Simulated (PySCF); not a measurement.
Delta-SCF ions had no search for a lower state. Excitations are Tamm–Dancoff values on a coarser integration grid. The basis has no diffuse functions, so Rydberg states are missing or too high.

Cartesian coordinates (Å):
```xyz
10

S     -1.9788     1.1432     0.8239
Si    -1.2004    -0.6986     0.0053
Ge     1.1646    -0.6050    -0.2477
S      1.8628    -2.4824    -1.2627
H     -1.5284     1.9149    -0.1918
H     -1.5665    -1.7454     1.0005
H     -1.8218    -1.0360    -1.3137
H      1.6071     0.6382    -1.0462
H      1.8930    -0.6147     1.1028
H      1.0954    -2.2957    -2.3602
```
Charge 0, multiplicity 1.

### Question
Predict the vertical ionisation energy (Delta-SCF), HOMO, T1 excitation (TDA), S1 excitation (TDA) and S1–T1 gap (TDA) from PySCF with r2SCAN-D4/def2-TZVP // r2SCAN-D4/def2-SVP.

### Answer

* **vertical ionisation energy (Delta-SCF)**: 8.61 eV
* **HOMO**: -6.18 eV
* **T1 excitation (TDA)**: 4.43 eV
* **S1 excitation (TDA)**: 5.02 eV
* **S1–T1 gap (TDA)**: 0.58 eV
